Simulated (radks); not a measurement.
Polarisabilities and homonuclear dispersion coefficients (atomic units). Calculated with a radial shooting solver on a logarithmic mesh with Libxc functionals: non-relativistic Kohn-Sham, LDA (Slater exchange, Perdew-Wang correlation), spin-polarised, spherical densities, point nucleus; open shells are filled with parallel spins first. Response by self-consistent Sternheimer equations with the Hartree and adiabatic LDA kernel. "Uncoupled" leaves out the induced potential. Quadrupole and octupole values are given only where no p, d or f shell is open. The Sternheimer factor gamma scales a distant field gradient at the nucleus by 1 - gamma.

| species | configuration | alpha1 (bohr^3) | alpha1, uncoupled | alpha2 (bohr^5) | alpha3 (bohr^7) | C6 | C8 | Sternheimer gamma | recommended alpha1 |
|---|---|---|---|---|---|---|---|---|---|
| B | [He] 2s2 2p1 | 23.96 | 35.68 | - | - | 117.7 | - | - | 20.5 +/- 0.1 |
| B+ | [He] 2s2 | 10.78 | 20.29 | 29.94 | 185.2 | 29.18 | 550.1 | 0.585 | - |
| B2+ | [He] 2s1 | 6.815 | 8.059 | 7.655 | 32.17 | 8.855 | 79.64 | 0.352 | - |
| B3+ | [He] | 0.02094 | 0.02185 | 0.003898 | 0.001828 | 0.002840 | 0.002962 | 0.147 | - |
| B4+ | 1s1 | 0.007650 | 0.007638 | 0.001082 | 0.0003974 | 0.0004529 | 0.0003661 | 0.0686 | - |

Recommended values: Schwerdtfeger and Nagle, table of static dipole polarisabilities (2023 update), measured or computed.
